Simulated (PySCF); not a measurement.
# Radial density of Mg (magnesium, neutral)

BLYP, [Ne] 3s1 4s1, high-spin 3S determinant (an excited configuration). All numbers are calculated (PySCF 2.14, the spin-free X2C one-electron Hamiltonian (Gaussian nucleus), in aug-cc-pVTZ-DK (6s5p3d2f, 50 functions)).

```json
{"r (bohr)": "0.00188", "4πr²ρ (e/bohr)": "0.05298", "4πr²(ρα − ρβ)": "0.0001"}
{"r (bohr)": "0.00316", "4πr²ρ (e/bohr)": "0.1400", "4πr²(ρα − ρβ)": "0.0003"}
{"r (bohr)": "0.00531", "4πr²ρ (e/bohr)": "0.3656", "4πr²(ρα − ρβ)": "0.0008"}
{"r (bohr)": "0.00893", "4πr²ρ (e/bohr)": "0.9276", "4πr²(ρα − ρβ)": "0.0019"}
{"r (bohr)": "0.0150", "4πr²ρ (e/bohr)": "2.231", "4πr²(ρα − ρβ)": "0.0047"}
{"r (bohr)": "0.0253", "4πr²ρ (e/bohr)": "4.880", "4πr²(ρα − ρβ)": "0.0101"}
{"r (bohr)": "0.0425", "4πr²ρ (e/bohr)": "9.087", "4πr²(ρα − ρβ)": "0.0181"}
{"r (bohr)": "0.0715", "4πr²ρ (e/bohr)": "12.93", "4πr²(ρα − ρβ)": "0.0222"}
{"r (bohr)": "0.120", "4πr²ρ (e/bohr)": "12.10", "4πr²(ρα − ρβ)": "0.0098"}
{"r (bohr)": "0.202", "4πr²ρ (e/bohr)": "7.754", "4πr²(ρα − ρβ)": "0.0001"}
{"r (bohr)": "0.340", "4πr²ρ (e/bohr)": "8.972", "4πr²(ρα − ρβ)": "0.0560"}
{"r (bohr)": "0.572", "4πr²ρ (e/bohr)": "10.76", "4πr²(ρα − ρβ)": "0.0669"}
{"r (bohr)": "0.962", "4πr²ρ (e/bohr)": "4.837", "4πr²(ρα − ρβ)": "0.0048"}
{"r (bohr)": "1.62", "4πr²ρ (e/bohr)": "0.8514", "4πr²(ρα − ρβ)": "0.2908"}
{"r (bohr)": "2.72", "4πr²ρ (e/bohr)": "0.4168", "4πr²(ρα − ρβ)": "0.4055"}
{"r (bohr)": "4.58", "4πr²ρ (e/bohr)": "0.1193", "4πr²(ρα − ρβ)": "0.1193"}
{"r (bohr)": "7.70", "4πr²ρ (e/bohr)": "0.1562", "4πr²(ρα − ρβ)": "0.1562"}
{"r (bohr)": "13.0", "4πr²ρ (e/bohr)": "0.03442", "4πr²(ρα − ρβ)": "0.0344"}
{"r (bohr)": "21.8", "4πr²ρ (e/bohr)": "3.629e-05", "4πr²(ρα − ρβ)": "0.0000"}
```

Densities and radii are taken from the X2C orbitals without a picture-change correction, which distorts them close to the nucleus.

The outer electron is Rydberg-like, and this basis confines it to a smaller radius and binds it less than a complete one would.
